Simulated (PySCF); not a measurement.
## Static response to an electric field

Compound: C5H4O3.
Cartesian coordinates in Å at the GFN2-xTB level; atoms count from 1:
```
atom  x, y, z in Å
C1    -2.6205    0.4750   -0.2659
C2    -1.3265    0.7628   -0.2600
C3    -0.3253   -0.2417    0.1400
O4    -0.5469   -1.3759    0.4872
O5     0.9128    0.2823    0.0668
C6     1.9571   -0.5637    0.4203
C7     3.2068   -0.2124    0.4059
O8     4.3453    0.0204    0.4204
H9    -3.3669    1.1945   -0.5541
H10   -2.9592   -0.5064    0.0238
H11   -0.9326    1.7278   -0.5403
H12    1.6572   -1.5635    0.7182
```

Level: PBE0/def2-SVPD (PySCF), static field, nuclei fixed, core orbitals frozen in the response. The polarisability tensor in these axes (au):

```
x   128.38   0.91   6.30
y     0.91  57.07  -4.33
z     6.30  -4.33  45.25
```

**Question.** Give the principal values, the mean and the anisotropy Δα = √{½[(α1 − α2)² + (α2 − α3)² + (α1 − α3)²]}.

**Answer.** Principal values 43.37, 58.47 and 128.85 au; mean 76.90 au = 11.40 Å³ = 12.68 × 10⁻⁴⁰ C²·m²/J; Δα = 79.02 au (103 % of the mean).

**Question.** What is the dipole moment, and where does it point?

**Answer.** (-1.54, 1.37, -0.56) D, 2.14 D in size, pointing from the negative to the positive side. Measured along this direction, the outermost atoms are O8 at the negative end and H9 at the positive end.

**Question.** Give the principal axes and the span of the nuclei along them.

**Answer.** Largest value along (1.00, 0.01, 0.07), where the nuclei span 7.75 Å; middle along (0.02, 0.95, -0.30), 3.48 Å; least along (-0.07, 0.30, 0.95), 0.00 Å. The response follows the extents in order.

**Question.** In a dilute gas of rigid molecules at 400 K, how does the orientational term μ²/3kT compare with the electronic polarisability?

**Answer.** In Gaussian units μ²/3kT = 27.61 Å³ against 11.40 Å³, a ratio of 2.42; the Debye molar polarisation (4π/3)N_A(α + μ²/3kT) is 98.4 cm³/mol, leaving out the vibrational part.

**Question.** Sum over states: ᾱ = Σ f/ω², ω in Eh. What share falls to these 8 lowest TDDFT singlets (eV, f)? 2.89, 0.0004; 4.41, 0.1689; 5.05, 0.0001; 5.81, 0.1878; 5.90, 0.0000; 6.27, 0.0136; 6.38, 0.2687; 7.16, 0.0034.

**Answer.** They add up to 15.77 au, 20.5 % of the 76.90 au; the largest single term is 6.42 au, from the state at 4.41 eV. Terms in order: 0.03, 6.42, 0.00, 4.12, 0.00, 0.26, 4.88, 0.05 au. Higher excitations give the rest. The strengths listed sum to 0.643.

**Question.** What would n − 1 = 2πNα be for an ideal gas of these molecules at 400 K and 1 atm, electronic part alone?

**Answer.** N = p/kT = 1.8347 × 10¹⁹ cm⁻³, so n − 1 = 2π × N × 11.40 × 10⁻²⁴ cm³ = 1314 × 10⁻⁶ at long wavelengths, for an ideal gas.

Isolated species at its GFN2-xTB geometry (one conformer only).
